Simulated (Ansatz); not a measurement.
Computed with Ansatz on PBE0-D4/def2-TZVP structures; ΔE is electronic, products minus reactants. CCSD(T)/CBS is the MP2 limit (def2-TZVPP, def2-QZVPP) plus CCSD(T) − MP2 in def2-TZVPP, frozen cores. Functionals use def2-TZVPP. Elements past krypton have def2 core potentials. For In outer-core shells are correlated without core-valence functions, which leaves a few kJ/mol of doubt a bond. One conformer a species, not always the lowest.

Reaction (redistribution): `F[SiH2][InH2]` + `C=C[SiH2]O` → `C=C[SiH2][SiH2]F` + `[OH][InH2]`

CCSD(T)/CBS gives +69.2 kJ/mol.

Question: Another level gave +73.1 kJ/mol. Which?
A. CCSD(T)/def2-TZVPP
B. PBE-D4/def2-TZVPP
C. BHLYP/def2-TZVPP
D. HF/def2-TZVPP

Answer: A. CCSD(T)/def2-TZVPP 73.1, PBE-D4 59.8, HF/def2-TZVPP 93.4, BHLYP 85.3 kJ/mol.

Largest T1 diagnostic among the species: 0.017.

From BLYP to BHLYP (50 % exact exchange), in def2-TZVPP and without D4, ΔE moves by +20.5 kJ/mol. Leaving LDA and LC-ωPBE aside and taking each functional with its dispersion term where it has one, the values, not all of them listed here, spread over 26.3 kJ/mol, from revPBE-D4 to BHLYP-D4. LDA lies +8.6 kJ/mol from PBE without D4.
